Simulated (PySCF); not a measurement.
## Polarisability and C₆ of Ga⁻ (gallium, charge -1)

[Ar] 3d10 4s2 4p2, high-spin 3P determinant. All numbers are calculated (PySCF 2.14, a scalar-relativistic core potential, in aug-cc-pwCVTZ-PP with ECP10MDF). Coupled (time-dependent) response in atomic units; α is the mean over directions.

```tsv
method	mean α (bohr³)	α xx, yy, zz	C₆ (like pair)	S(−4)
UHF	369.2	152.8, 477.5, 477.3	6758	152400
```

S(−4) is the Cauchy moment in α(ω) = α(0) + S(−4) ω² + …

Spin-orbit coupling is absent.

α(iu) at UHF:

| u (hartree) | α(iu) (bohr³) |
| --- | --- |
| 0 | 369.2 |
| 0.0500 | 215.0 |
| 0.100 | 125.3 |
| 0.200 | 57.42 |
| 0.300 | 32.58 |
| 0.500 | 14.79 |
| 0.750 | 7.710 |
| 1.00 | 4.878 |
| 1.50 | 2.613 |
| 2.00 | 1.708 |
| 3.00 | 0.9567 |
| 5.00 | 0.4607 |

A single London oscillator, α(iu) = α/(1 + u²/ω²), gives C₆ = (3/4) ω α². Matching the computed C₆ needs ω = 4 × 6758 / (3 × 369.2²) = 0.0661 hartree.

For an ion, C₆ is the dispersion term alone; charge-induced terms of lower order in 1/R come first.

The components differ because the open shell of this determinant is not spherical; for a pure term their mean is the scalar polarisability.

Energies and moments cover only the electrons outside the core potential.
